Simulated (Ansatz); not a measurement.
Abridged output of a molecular run in Ansatz:

```
Functional definition: HF
1404 factors; integrals over basis functions are off by at most 6.6e-4 eV
mean field evaluation 1: about -18344.3208 eV, gradient 3.2e1 eV
mean field evaluation 2: about -18344.5648 eV, gradient 3.2e1 eV
mean field evaluation 4: about -18347.8975 eV, gradient 4.6e0 eV
mean field evaluation 8: about -18347.9964 eV, gradient 3.7e-1 eV
mean field evaluation 16: about -18347.9977 eV, gradient 2.3e-6 eV
mean field -18347.99772576 eV, -674.2764797020 hartree, gradient 2.3e-6 eV, S^2 0.000000; 0 other end points of the search recorded, 0 dependent functions left out; unrestricted orbitals would lower it
12 core orbitals not correlated: weight in the atoms' cores, before any rotation towards them, 1.000 or more for the frozen orbitals, at most 0.000 for the correlated occupied ones
reference -18347.99772576 eV, -674.2764797020 hartree; 12, 12 occupied and 220, 220 virtual orbitals, 1404 factors
second order -16.76019515 eV of doubles, -0.00000000 eV of singles
cycle   1  -17.53001835 eV  change   -7.7e-1 eV  update   1.0e-1
cycle   2  -18.12276540 eV  change   -5.9e-1 eV  update   3.4e-2
cycle   3  -18.22877100 eV  change   -1.1e-1 eV  update   1.6e-2
cycle   4  -18.22116119 eV  change    7.6e-3 eV  update   4.2e-3
cycle   5  -18.22160455 eV  change   -4.4e-4 eV  update   1.9e-3
cycle   6  -18.22168831 eV  change   -8.4e-5 eV  update   4.5e-4
cycle   7  -18.22151101 eV  change    1.8e-4 eV  update   1.8e-4
cycle   8  -18.22153436 eV  change   -2.3e-5 eV  update   6.8e-5
cycle   9  -18.22154362 eV  change   -9.3e-6 eV  update   2.6e-5
perturbative correction -0.76845382 eV, -0.0282401569 hartree
Total energy: -18366.98772319 eV, -674.9743492357 hartree
```

Its atoms:

```xyz
11

N    -0.4963    1.6351   -0.6434
C    -0.1175    0.4971   -0.2000
Si   -1.3298   -0.7797    0.5141
Si    1.7439    0.1398   -0.2912
H    -1.5116    1.7585   -0.5629
H    -2.6931   -0.1876    0.4358
H    -0.9835   -1.0881    1.9267
H    -1.2720   -2.0424   -0.2688
H     1.9568   -1.0869   -1.1069
H     2.4569    1.2947   -0.8849
H     2.2461   -0.1407    1.0815
```

(1) Which basis set was used?
A. def2-SVP
B. def2-TZVPP
C. def2-TZVPPD
D. cc-pV(Q+d)Z

(2) Write the keys of the input that set method, charge and spin (a neutral closed shell needs none for the last two).

Results:

(1) B. It gives 244 functions.

(2) 
```yaml
correlation: {method: ccsd_t}
```
